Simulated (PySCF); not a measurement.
**Excited states of Br⁵⁺ (bromine, charge +5)**

Ground state [Ar] 3d10 4s2, ¹S. Calculation: PySCF 2.14, in x2c-SVPall with two added diffuse shells each of s, p, d type (7s6p5d, 50 functions); scalar relativity by spin-free X2C-1e. Vertical excitation energies in eV without spin-orbit coupling; excited terms of each kind are numbered among those the solver found. Frozen: [Ar].

| term | leading excitation | EOM-EE-CCSD |
| --- | --- | --- |
| 1 3P° | 4s → p | 12.939 |
| 1 1P° | 4s → p | 19.008 |
| 1 3D | 4s → d | 37.625 |
| 1 1D | 4s → d | 41.735 |
| 1 3S | 4s → s | 44.303 |
| 1 1S | 4s → s | 45.172 |
| 2 3P° | 4s → p | 50.144 |
| 2 1P° | 4s → p | 50.514 |
| 2 3D | 4s → d | 58.908 |
| 2 1D | 4s → d | 59.281 |

Only the lower part of the computed list is shown. Doubly excited terms such as np² are absent. The solver can miss terms.
